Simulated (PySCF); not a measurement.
**Working out the excitation energy of Mg**

Mg [Ne] 3s2 (1S) → Mg [Ne] 3s1 3p1 (3P). Computed with PySCF 2.14 in aug-cc-pCVDZ (6s5p3d, 36 functions), with no relativity, point nucleus. Frozen: nothing. Energies in hartree (1 hartree = 27.21139 eV):

```
            part   Mg (lower)   Mg (upper)
             UHF  -199.608341  -199.542191
CCSD correlation    -0.207961    -0.178388
             (T)    -0.000974    -0.000363
```

What does Hartree-Fock give?

(-199.542191) − (-199.608341) = 0.066150 hartree = 1.800 eV.

What do CCSD and CCSD(T) give?

The CCSD correlation energies differ by 0.029573 hartree = 0.805 eV and the triples by 0.000611 hartree = 0.017 eV, so CCSD gives 2.605 eV and CCSD(T) 2.622 eV.

Measured between the centres of the two terms (NIST): 2.714 eV, so CCSD(T) (all electrons) is off by -0.092 eV.

A double-zeta basis recovers only part of the correlation energy.

What remains against the reference includes basis incompleteness and higher excitations.
